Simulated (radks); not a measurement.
The numbers below are computed, except where a source is named.
Species: Ni I. Configuration: [Ar] 3d8 4s1 4p1 (not the ground configuration).

Level of theory: non-relativistic Kohn-Sham, SCAN, spin-polarised, spherical densities, point nucleus; open shells are filled with parallel spins first; meta-GGA in the generalised Kohn-Sham scheme (a radial shooting solver on a logarithmic mesh with Libxc functionals).

Energy parts (Ry):
| part | energy |
|---|---|
| total | -3016.49566 |
| kinetic | 3014.29438 |
| electron-nucleus | -7196.65077 |
| Hartree | 1292.05222 |
| exchange-correlation | -126.19149 |

Orbitals (lengths in bohr, moments of r in powers of bohr; <r^-3> diverges for s and p1/2):
| orbital | occ. | eigenvalue (Ry) | <r^2> | <r^-3> |
|---|---|---|---|---|
| 1s up | 1 | -599.0038 | 0.004033 | - |
| 1s down | 1 | -598.9983 | 0.004033 | - |
| 2s up | 1 | -71.68872 | 0.07251 | - |
| 2s down | 1 | -71.57339 | 0.07235 | - |
| 2p up | 3 | -62.45426 | 0.05757 | 597.8 |
| 2p down | 3 | -62.36715 | 0.05741 | 599.0 |
| 3s up | 1 | -8.43928 | 0.6457 | - |
| 3s down | 1 | -8.22628 | 0.6488 | - |
| 3p up | 3 | -5.57695 | 0.7203 | 75.51 |
| 3p down | 3 | -5.36240 | 0.7239 | 74.62 |
| 3d up | 5 | -0.89198 | 1.313 | 7.069 |
| 3d down | 3 | -0.67230 | 1.335 | 6.966 |
| 4s up | 1 | -0.56820 | 8.664 | - |
| 4p up | 1 | -0.19212 | 16.38 | 2.596 |

The highest occupied level is 4p up at -2.614 eV. Summed over all electrons, <r^2> = 41.74 bohr^2, which gives a Langevin (diamagnetic) susceptibility term of -33.1 x 10^-6 cm^3/mol. The density falls to 0.001 e/bohr^3 at r = 4.54 bohr. Virial ratio -V/T = 2.00073. The electron density at the nucleus is 1.494e+04 e/bohr^3. Spin moment in Bohr magnetons: 4.

Empty levels of this run are not shown, since the potential may be unsettled where no density lies.
